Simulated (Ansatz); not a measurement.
`FC/C=C(/F)C(F)F` → `F[C]F` + `F/C=C\CF` at 600 K and 1 bar (formal loss of a carbene).

Program: Ansatz. Geometries: PBE0-D4/def2-TZVP. ΔE: electronic, gas phase. CCSD(T)/CBS adds triple-zeta CCSD(T) − MP2 to the extrapolated MP2 energy (def2 sets, frozen cores). This one scheme is used for every species. Double bonds are as drawn, so ΔE can hold a change between cis and trans. Each species was taken in one conformer, which may not be the lowest.

| species | CCSD(T)/CBS energy (Eh) | H − E (kJ/mol) | S (J/(mol·K)) |
| --- | --- | --- | --- |
| `FC/C=C(/F)C(F)F` | -553.73650 | 277.8 | 480.7 |
| `F[C]F` | -237.54028 | 42.2 | 271.0 |
| `F/C=C\CF` | -316.10621 | 220.7 | 378.7 |

H − E and S are ideal-gas, rigid-rotor, harmonic terms from PBE0-D4/def2-TZVP, for one conformer and one mirror image of each species. 1 Eh = 2625.50 kJ/mol, R = 8.31446 J/(mol·K).

Question: By hand: ΔE, ΔH, ΔS and ΔG.

Answer: ΔE = (-237.54028) + (-316.10621) − (-553.73650) = 0.09001 Eh = 236.3 kJ/mol. Δ(H − E) = 42.2 + 220.7 − 277.8 = -14.9, so ΔH = 221.4 kJ/mol. ΔS = 271.0 + 378.7 − 480.7 = 169.0 J/(mol·K). ΔG = 221.4 − 600 × (169.0)/1000 = 120.0 kJ/mol.

Question: By hand: the equilibrium constant, and the temperature at which ΔG would vanish if ΔH and ΔS stayed fixed.

Answer: log₁₀ K = −ΔG/(RT ln 10) = -10.4. ΔG = 0 at ΔH/ΔS = 1310 K.

The number of gas molecules changes by +1, which sets the sign of ΔS. A doubt of 5 kJ/mol in ΔE shifts log₁₀ K by 0.4 here. Other conformers and mirror images would add mixing entropy, several J/(mol·K) or more a flexible species. Modes under 60 cm⁻¹, often nearly free rotors, make the harmonic entropy too high. These are equilibria of isolated gas molecules and say nothing of rates. Largest T1 diagnostic: 0.017 (customary marks: 0.02 for closed shells, 0.045 for open ones).
